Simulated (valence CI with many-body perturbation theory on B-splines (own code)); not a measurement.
Br4+: electric-dipole lines

Method: configuration interaction combined with many-body perturbation theory (CI+MBPT): three valence electrons over a frozen Dirac-Fock core [Ar] 3d10, a basis of 11 s, 11 p, 10 d, 8 f, 5 g, 2 h functions for each j, with the one-electron correlation potential Σ1, the two-electron term Σ2, the three-electron term Σ3, Breit, model QED; selected CI, second order for the rest, scaled by the run's own slope (own B-spline code, finite nucleus).

Against 8 measured levels this calculation errs by 76 cm⁻¹ on average and by 221 at most. These come from a selection out of Moore, Atomic Energy Levels, vol. II, NSRDS-NBS 35 (1971 reprint of NBS Circular 467, 1952), an old analysis. Levels without a partner in it may be off by more.

Lines 101 to 150 of 589 in falling wavelength, among levels below 425400 cm⁻¹, chosen from the strongest by gf and those to the six lowest levels. Wavelengths and rates use the calculated energies, so an error of 80 cm⁻¹ moves a line at 284.7 nm by 0.23 % and its rate by three times that or more. Electric multipoles are in the length gauge, E1 and E2 with the static RPA response of the core. Weak lines are less certain than strong ones. Lines between different terms over intervals too small for the method are left out, as are lines whose strength nearly cancels. Where a level lies close to another of its J and parity, the split of strength between their lines is uncertain. The highest levels of a list are the least certain.

Names give the largest LS component (configuration and term), which can be under half, so a name can repeat, a term be missing and a line seem to break the LS rules; names also repeat where a configuration has a term twice. Letters in brackets count levels of one name in rising energy.

```csv
λ vac (nm),Upper,Lower,A (s⁻¹),log gf,Branch %
284.7,4s²6d ²D_5/2,4s4p4d ²P°_3/2 [b],2.75e+07,-0.70,3.9
283.8,4s²7s ²S_1/2,4s²6p ²P°_1/2,2.34e+08,-0.25,4.7
282.0,4s4p4f ⁴D_7/2,4s²5f ²F°_5/2,3.04e+07,-0.54,0.9
280.1,4s²6g ²G_9/2 [b],4s²5f ²F°_7/2,2.07e+08,0.39,7.2
279.3,4s²6d ²D_3/2,4s4p4d ²P°_1/2 [b],3.00e+07,-0.85,4.1
278.2,4s4p5p ²D_3/2 [a],4s4p5s ²P°_3/2 [a],4.41e+07,-0.69,2.0
273.8,4s4p4f ⁴G_7/2,4s²5f ²F°_5/2,4.59e+07,-0.38,0.6
272.3,4s4p5p ²D_3/2 [b],4s4p5s ²P°_3/2 [b],7.68e+07,-0.47,1.1
271.2,4s4p5p ²D_3/2 [b],4s4p5s ²P°_1/2 [b],1.74e+08,-0.12,2.5
270.6,4s4p5p ⁴D_5/2,4s4p5s ⁴P°_5/2,2.95e+07,-0.71,1.4
268.4,4s4p5p ⁴S_3/2,4s4p5s ²P°_3/2 [a],6.10e+07,-0.58,2.9
265.4,4s4p5p ²D_5/2 [b],4s4p5s ²P°_3/2 [b],2.37e+08,0.18,4.0
260.7,4s4p4f ⁴G_9/2,4s²5f ²F°_7/2,1.51e+07,-0.81,0.2
260.7,4s4p5p ²P_1/2 [a],4s4p4d ²P°_1/2 [a],1.47e+08,-0.52,5.9
259.7,4s4p5p ⁴D_3/2,4s4p5s ⁴P°_3/2,1.83e+08,-0.13,8.3
259.1,4s4p5p ⁴D_1/2,4s4p5s ⁴P°_1/2,2.61e+08,-0.28,11.8
258.8,4s4p5p ²P_1/2 [b],4s4p5s ²P°_3/2 [b],1.30e+08,-0.58,1.2
258.6,4s²6d ²D_3/2,4s4p4d ²F°_5/2 [b],6.25e+07,-0.60,8.6
258.4,4s4p5p ²D_3/2 [a],4s4p5s ²P°_1/2 [a],1.33e+08,-0.27,6.0
257.9,4s4p5p ²P_1/2 [b],4s4p5s ²P°_1/2 [b],1.49e+08,-0.53,1.4
256.7,4s4p5p ²P_3/2 [a],4s4p4d ²P°_3/2 [a],4.63e+07,-0.74,1.9
252.9,4s4p5p ²D_5/2 [a],4s4p5s ²P°_3/2 [a],3.30e+08,0.28,15.0
251.5,4s²6d ²D_5/2,4s4p4d ²F°_7/2 [b],4.53e+07,-0.59,6.5
251.0,4s4p5p ²P_3/2 [b],4s4p5s ²P°_3/2 [b],2.02e+08,-0.12,2.0
250.1,4s4p5p ²P_3/2 [b],4s4p5s ²P°_1/2 [b],7.44e+07,-0.55,0.8
249.2,4s4p5p ⁴P_3/2,4s4p5s ⁴P°_5/2,8.02e+07,-0.52,4.1
247.7,4s4p5p ⁴D_3/2,4s4p5s ⁴P°_1/2,1.34e+08,-0.31,6.1
247.4,4s²5p ²P°_1/2,4s²5s ²S_1/2,3.67e+08,-0.17,23.6
244.8,4s4p5p ⁴D_7/2,4s4p5s ⁴P°_5/2,4.06e+08,0.47,19.4
242.1,4s4p5p ⁴D_5/2,4s4p5s ⁴P°_3/2,3.53e+08,0.27,17.1
238.4,4s²8p ²P°_3/2,4s²6d ²D_5/2,4.76e+07,-0.79,9.3
237.0,4s²5p ²P°_3/2,4s²5s ²S_1/2,4.13e+08,0.14,25.4
236.2,4s4p5p ⁴P_3/2,4s4p4d ²P°_3/2 [a],7.45e+07,-0.60,3.8
235.9,4s4p5p ⁴P_5/2,4s4p5s ⁴P°_5/2,3.78e+08,0.28,21.2
234.9,4s4p5p ⁴P_1/2,4s4p5s ⁴P°_3/2,3.35e+08,-0.26,19.0
232.8,4s4p5p ²P_3/2 [a],4s4p5s ⁴P°_1/2,2.20e+08,-0.15,9.2
227.8,4s²7d ²D_3/2,4s4p5s ²P°_1/2 [b],1.06e+08,-0.48,2.3
226.4,4s4p5p ²D_3/2 [a],4s4p5s ⁴P°_5/2,1.28e+08,-0.40,5.8
226.3,4s²7d ²D_5/2,4s4p5s ²P°_3/2 [b],1.32e+08,-0.22,2.5
225.4,4s²8s ²S_1/2,4s4p5s ²P°_3/2 [b],9.27e+07,-0.85,1.4
224.8,4s4p5p ⁴P_3/2,4s4p5s ⁴P°_3/2,1.27e+08,-0.41,6.5
219.8,4s4p5p ⁴S_3/2,4s4p5s ⁴P°_5/2,3.21e+08,-0.03,15.5
218.2,4s4p5p ²D_3/2 [a],4s4p4d ²P°_1/2 [a],9.49e+07,-0.57,4.3
215.8,4s4p5p ⁴P_3/2,4s4p5s ⁴P°_1/2,8.83e+07,-0.61,4.5
214.0,4s4p5p ²S_1/2 [b],4s4p5s ²P°_3/2 [b],1.92e+08,-0.58,4.2
213.9,4s4p5p ⁴P_5/2,4s4p5s ⁴P°_3/2,5.51e+07,-0.64,3.1
213.4,4s4p5p ²S_1/2 [b],4s4p5s ²P°_1/2 [b],1.52e+08,-0.68,3.3
213.3,4s4p5p ²S_1/2 [a],4s4p5s ²P°_3/2 [a],5.78e+08,-0.10,28.4
209.6,4s4p5p ⁴S_3/2,4s4p4d ²P°_3/2 [a],6.96e+07,-0.74,3.4
207.9,4s²7f ²F°_7/2,4s²6d ²D_5/2,1.21e+08,-0.20,15.1
```

Problem. How does gf follow from A for the line at 237.0 nm?

Solution. gf = 1.4992 × (2J+1)_upper × A / σ², with σ = 42190 cm⁻¹ and 2J+1 = 4: gf = 1.39.
